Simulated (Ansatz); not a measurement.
`[CH3][GeH2][SH]` → `[CH3][GeH2]`• + `[SH]`• at 600 K and 1 bar (homolysis of the Ge–S bond).

Gas-phase electronic energies from Ansatz, PBE0-D4/def2-TZVP geometries. CCSD(T)/CBS is the MP2 limit (def2-TZVPP, def2-QZVPP) plus CCSD(T) − MP2 in def2-TZVPP, frozen cores. This one scheme is used for every species. Open shells (•) are unrestricted, without spin–orbit coupling. For Ge outer-core shells are correlated without core-valence functions, which leaves a few kJ/mol of doubt a bond. Scalar relativity is left out up to krypton. One conformer a species, not always the lowest.

```csv
species,CCSD(T)/CBS energy (Eh),H − E (kJ/mol),S (J/(mol·K))
`[CH3][GeH2][SH]`,-2515.57584,215.1,406.6
`[CH3][GeH2]`•,-2117.12106,170.0,337.7
`[SH]`•,-398.31908,33.7,218.4
```

H − E and S are ideal-gas, rigid-rotor, harmonic terms from PBE0-D4/def2-TZVP, for one conformer and one mirror image of each species, with the whole ground term of open shells counted as degenerate. 1 Eh = 2625.50 kJ/mol, R = 8.31446 J/(mol·K).

Problem. By hand: ΔE, ΔH, ΔS and ΔG.

Solution. ΔE = (-2117.12106) + (-398.31908) − (-2515.57584) = 0.13570 Eh = 356.3 kJ/mol. Δ(H − E) = 170.0 + 33.7 − 215.1 = -11.4, so ΔH = 344.9 kJ/mol. ΔS = 337.7 + 218.4 − 406.6 = 149.5 J/(mol·K). ΔG = 344.9 − 600 × (149.5)/1000 = 255.2 kJ/mol.

Problem. By hand: the equilibrium constant, and the temperature at which ΔG would vanish if ΔH and ΔS stayed fixed.

Solution. log₁₀ K = −ΔG/(RT ln 10) = -22.2. ΔG = 0 at ΔH/ΔS = 2307 K.

The number of gas molecules changes by +1, which sets the sign of ΔS. A doubt of 5 kJ/mol in ΔE shifts log₁₀ K by 0.4 here. Other conformers and mirror images would add mixing entropy, several J/(mol·K) or more a flexible species. These are equilibria of isolated gas molecules and say nothing of rates. Largest T1 diagnostic: 0.011 (customary marks: 0.02 for closed shells, 0.045 for open ones).
